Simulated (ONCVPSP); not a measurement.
## How hard is this Hg (Z = 80) ONCV potential?

```json
{
  "Element": "mercury",
  "Generator": "ONCVPSP 4.0.1",
  "Type": "optimised norm-conserving Vanderbilt (ONCV)",
  "Functional": "PBE",
  "Relativity": "fully relativistic",
  "Frozen core": "[Xe] 4f14",
  "Valence charge": "12",
  "Reference configuration": "5d10 6s1.5 (charge +0.5)",
  "Partial waves": "6s: rc 2.25 bohr, ncon 5, nbas 9, qcut 2.6 1/bohr, 2 projectors, debl 2.8 Ha; p scattering state at 0.4 Ha: rc 1.85 bohr, ncon 4, nbas 8, qcut 3.6 1/bohr, 2 projectors, debl 1.1 Ha; 5d: rc 1.25 bohr, ncon 4, nbas 8, qcut 7.1 1/bohr, local",
  "Local potential": "the d channel",
  "Core correction": "none"
}
```

Open shells are filled in proportion to 2j + 1.

Problem. For each optimised wave give the share of its norm inside rc, the residual kinetic energy above qcut (Ha) and the cutoffs (Ha) for errors of 10, 1, 0.1 and 0.01 mHa per electron.

Solution.

```csv
wave,norm inside rc,residual KE,10 mHa,1 mHa,0.1 mHa,0.01 mHa
6s,0.397,9.8e-03,3.4,16.2,38.0,44.9
s projector 2,0.125,2.7e-01,10.1,24.1,41.4,47.6
p projector 1 j=3/2,0.059,1.3e-02,8.8,54.3,64.5,100.5
p projector 2 j=3/2,0.080,5.7e-03,5.5,67.5,81.9,111.3
p projector 1 j=1/2,0.109,6.7e-03,2.6,51.2,62.5,89.2
p projector 2 j=1/2,0.094,2.3e-02,8.6,45.8,78.8,102.0
5d j=5/2,0.389,1.5e-04,16.3,20.6,36.9,137.0
5d j=3/2,0.428,1.7e-04,17.4,21.9,33.1,132.6
```

The occupied waves need 22 Ha and 38 Ha for 1 and 0.1 mHa. Note: ghosts flagged at negative energy: p3/2 at -77.2 eV, p3/2 at -2.08 eV, p1/2 at -95.1 eV (the flag in p3/2 may be a real empty level of the ion); GHOST(+) flagged for p3/2 at 81.0 eV. A true bound ghost makes a file unfit for plane-wave use. The potential misses its own reference levels by up to 1.1 eV, so it is not fit for use. 4 of 4 tests not solved or not reliable.
